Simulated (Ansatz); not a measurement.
Ansatz (an electronic-structure program) input (CCSD(T)/def2-SVPD):

Ansatz 0.2 input:
```yaml
crystal:
  periodic: [false, false, false]
  atoms:
    - {symbol: Y, position_ang: [0.14006956, -0.12057223, 0.27420535]}
    - {symbol: O, position_ang: [1.30600430, -0.13776531, -1.18696084]}
    - {symbol: F, position_ang: [-1.76786083, 0.64493771, -0.13314690]}
basis:
  gaussian:
    orbitals: def2-SVPD
total_charge: -1
magnetization: {spin_polarized: true, initial_magnetization: 1}
correlation: {method: ccsd_t, electrons: outside_noble_gas}
output: {forces: true}
```

Output:

```
Functional definition: HF
integrals: 0.10 GiB planned
753 factors; integrals over basis functions are off by at most 5.0e-4 eV
mean field: 0.23 GiB planned
mean field evaluation 1: about -5769.1405 eV, gradient 2.7e1 eV
mean field evaluation 2: about -5769.2257 eV, gradient 2.7e1 eV
mean field evaluation 4: about -5773.2056 eV, gradient 2.2e0 eV
mean field evaluation 8: about -5773.3968 eV, gradient 3.2e-1 eV
mean field evaluation 16: about -5773.4015 eV, gradient 1.9e-5 eV
mean field evaluation 32: about -5771.7857 eV, gradient 4.6e-1 eV
mean field evaluation 64: about -5773.3764 eV, gradient 9.6e-1 eV
mean field evaluation 96: about -5771.6115 eV, gradient 2.9e-2 eV
mean field evaluation 128: about -5771.6213 eV, gradient 7.1e-1 eV
mean field evaluation 160: about -5765.5912 eV, gradient 2.7e1 eV
mean field evaluation 192: about -5771.5677 eV, gradient 5.2e-1 eV
mean field evaluation 224: about -5768.7497 eV, gradient 1.3e1 eV
mean field evaluation 256: about -5770.2853 eV, gradient 1.5e0 eV
mean field evaluation 288: about -5767.3736 eV, gradient 2.6e1 eV
mean field evaluation 320: about -5771.6275 eV, gradient 2.7e-1 eV
mean field evaluation 352: about -5771.6685 eV, gradient 2.0e-3 eV
mean field evaluation 384: about -5771.6116 eV, gradient 1.3e-3 eV
mean field evaluation 416: about -5771.4874 eV, gradient 9.6e-1 eV
mean field evaluation 448: about -5771.6115 eV, gradient 2.0e-1 eV
mean field evaluation 480: about -5771.4956 eV, gradient 2.4e-1 eV
mean field evaluation 512: about -5771.0919 eV, gradient 5.5e-2 eV
mean field evaluation 544: about -5770.4117 eV, gradient 1.5e-2 eV
mean field evaluation 576: about -5770.3723 eV, gradient 2.0e-2 eV
mean field evaluation 608: about -5770.7676 eV, gradient 1.2e0 eV
mean field evaluation 640: about -5770.3354 eV, gradient 5.8e-1 eV
mean field evaluation 672: about -5770.4035 eV, gradient 4.4e-1 eV
mean field evaluation 704: about -5770.3874 eV, gradient 1.2e0 eV
mean field evaluation 736: about -5771.0379 eV, gradient 6.6e-2 eV
mean field evaluation 768: about -5771.7859 eV, gradient 3.0e-1 eV
mean field evaluation 800: about -5768.9532 eV, gradient 1.1e1 eV
mean field evaluation 832: about -5769.1267 eV, gradient 7.9e0 eV
mean field evaluation 864: about -5771.5833 eV, gradient 5.9e-1 eV
mean field -5773.40151388 eV, -212.1685922831 hartree, gradient 2.0e-6 eV, S^2 0.751774; 20 other end points of the search recorded, 0 dependent functions left out
determinant -5773.40151388 eV, -212.1685922831 hartree, with singles and doubles -5786.16713945 eV, -212.6377203697 hartree
determinant -5771.79493909 eV, -212.1095517485 hartree, with singles and doubles -5784.61079312 eV, -212.5805256973 hartree
determinant -5771.67336959 eV, -212.1050841516 hartree, with singles and doubles -5783.36294451 eV, -212.5346681067 hartree
determinant -5771.66852668 eV, -212.1049061780 hartree, with singles and doubles -5783.33991067 eV, -212.5338216286 hartree
determinant -5771.61935748 eV, -212.1030992433 hartree, with singles and doubles -5782.70647351 eV, -212.5105432422 hartree
determinant -5771.61371955 eV, -212.1028920530 hartree, with singles and doubles -5783.53294941 eV, -212.5409156715 hartree
determinant -5771.61160842 eV, -212.1028144705 hartree, with singles and doubles -5783.37981890 eV, -212.5352882290 hartree
determinant -5771.49306592 eV, -212.0984581141 hartree, with singles and doubles -5782.56952949 eV, -212.5055106423 hartree
determinant -5771.09583192 eV, -212.0838600337 hartree, with singles and doubles -5782.26096318 eV, -212.4941710397 hartree
determinant -5771.03821316 eV, -212.0817425834 hartree, with singles and doubles -5782.16975793 eV, -212.4908193086 hartree
determinant -5770.41188495 eV, -212.0587254463 hartree, with singles and doubles -5782.44321980 eV, -212.5008688468 hartree
determinant -5770.37229383 eV, -212.0572704996 hartree, with singles and doubles -5782.35817033 eV, -212.4977433366 hartree
determinant -5770.31797661 eV, -212.0552743783 hartree, with singles and doubles -5782.34155908 eV, -212.4971328843 hartree
6 core orbitals not correlated, not the lowest: weight in the atoms' cores, before any rotation towards them, 0.839 or more for the frozen orbitals, at most 0.142 for the correlated occupied ones
reference -5773.40151388 eV, -212.1685922831 hartree; 9, 8 occupied and 65, 66 virtual orbitals, 753 factors
densities: 0.59 GiB planned
second order -13.16105011 eV of doubles, -0.00000000 eV of singles
coupled cluster: 0.43 GiB planned
cycle   1  -12.75252271 eV  change   -1.3e-1 eV  update   2.4e-2
cycle   2  -12.77701670 eV  change   -2.4e-2 eV  update   7.8e-3
cycle   3  -12.77283659 eV  change    4.2e-3 eV  update   5.4e-3
cycle   4  -12.77712418 eV  change   -4.3e-3 eV  update   2.2e-3
cycle   5  -12.77698622 eV  change    1.4e-4 eV  update   1.2e-3
cycle   6  -12.77707236 eV  change   -8.6e-5 eV  update   5.1e-4
cycle   7  -12.77714138 eV  change   -6.9e-5 eV  update   2.4e-4
cycle   8  -12.77715087 eV  change   -9.5e-6 eV  update   9.6e-5
cycle   9  -12.77714262 eV  change    8.2e-6 eV  update   3.9e-5
cycle  10  -12.77714715 eV  change   -4.5e-6 eV  update   1.8e-5
cycle  11  -12.77714828 eV  change   -1.1e-6 eV  update   8.2e-6
cycle  12  -12.77714845 eV  change   -1.6e-7 eV  update   4.2e-6
cycle  13  -12.77714682 eV  change    1.6e-6 eV  update   1.9e-6
cycle  14  -12.77714751 eV  change   -6.9e-7 eV  update   9.0e-7
cycle  15  -12.77714713 eV  change    3.9e-7 eV  update   4.2e-7
perturbative correction -0.48803798 eV, -0.0179350650 hartree
the calculation of the forces begins
Total energy: -5786.66669899 eV, -212.6560788444 hartree
Atom 0 at     0.140070    -0.120572     0.274205 Å, force    -0.352168    -0.172855     1.117049 eV/Å
Atom 1 at     1.306004    -0.137765    -1.186961 Å, force     0.869221    -0.026338    -1.038010 eV/Å
Atom 2 at    -1.767861     0.644938    -0.133147 Å, force    -0.517053     0.199193    -0.079039 eV/Å
Dipole moment:    -0.345795     0.023319     0.364209 e Å
```

The spin state was set by rule; other spins were not relaxed.
